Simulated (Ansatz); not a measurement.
Reaction (isomerisation): `NC1[SiH2][SiH2]1` → `N[SiH]1C[SiH2]1`

Isolated molecules relaxed with PBE0-D4/def2-TZVP in Ansatz; ΔE leaves out vibrations. CCSD(T)/CBS adds triple-zeta CCSD(T) − MP2 to the extrapolated MP2 energy (def2 sets, frozen cores). Functionals use def2-TZVPP. B3LYP here is the variant with VWN-RPA as its local correlation; programs differ in this. HSE06 is defined as in plane-wave codes. One conformer a species, not always the lowest.

```
             level  ΔE (kJ/mol)  difference from CCSD(T)/CBS
       LDA (SPW92)       -127.8                         10.0
            PBE-D4       -127.5                         10.3
         revPBE-D4       -124.6                         13.2
           BLYP-D4       -129.6                          8.2
         r2SCAN-D4       -139.4                         -1.6
            B97M-V       -141.6                         -3.8
          B3LYP-D4       -134.6                          3.2
        r2SCANh-D4       -140.2                         -2.4
        r2SCAN0-D4       -141.3                         -3.5
          HSE06-D4       -132.8                          5.0
          BHLYP-D4       -140.2                         -2.4
      CAM-B3LYP-D4       -137.7                          0.1
           ωB97X-V       -134.5                          3.3
           ωB97M-V       -138.3                         -0.5
            B2PLYP       -138.7                         -0.9
          PBE-QIDH       -139.2                         -1.4
               PBE       -128.3                          9.5
            revPBE       -127.9                          9.9
              BLYP       -131.5                          6.3
              PBE0       -133.4                          4.4
             B3LYP       -135.8                          2.0
           r2SCANh       -140.4                         -2.6
             HSE06       -133.3                          4.5
             BHLYP       -140.9                         -3.1
         CAM-B3LYP       -138.2                         -0.4
           LC-ωPBE       -138.5                         -0.7
RPA@PBE/def2-TZVPP       -128.1                          9.7
       HF/def2-SVP       -123.2                         14.6
     CCSD/def2-SVP       -113.5                         24.3
  CCSD(T)/def2-SVP       -111.6                         26.2
     HF/def2-TZVPP       -142.8                         -5.0
    MP2/def2-TZVPP       -142.7                         -4.9
   CCSD/def2-TZVPP       -137.6                          0.2
CCSD(T)/def2-TZVPP       -136.1                          1.7
     HF/def2-QZVPP       -143.5                         -5.7
    MP2/def2-QZVPP       -143.9                         -6.1
SCS-MP2/def2-QZVPP       -140.8                         -3.0
      HF/CBS(def2)       -143.5                         -5.7
     MP2/CBS(def2)       -144.4                         -6.6
    CCSD/CBS(def2)       -139.3                         -1.5
       CCSD(T)/CBS       -137.8                            0
```

(1) What do rigid-rotor, harmonic-oscillator terms from PBE0-D4/def2-TZVP frequencies (298.15 K, 1 bar) make of the CCSD(T)/CBS value? (An estimate is asked.)

Largest T1 diagnostic among the species: 0.013.

Answers

(1) The calculation gave: ΔZPE = +1.2 kJ/mol, ΔH = -135.5 kJ/mol, ΔS = 6 J/(mol·K), ΔG = -137.2 kJ/mol.

From PBE to PBE0 (25 % exact exchange), in def2-TZVPP and without D4, ΔE moves by −5.1 kJ/mol. Leaving LDA and LC-ωPBE aside and taking each functional with its dispersion term where it has one, the values spread over 17.0 kJ/mol, from B97M-V to revPBE-D4. At CCSD(T), def2-SVP lies +26.1 kJ/mol from the extrapolated value and def2-TZVPP +1.7 kJ/mol.
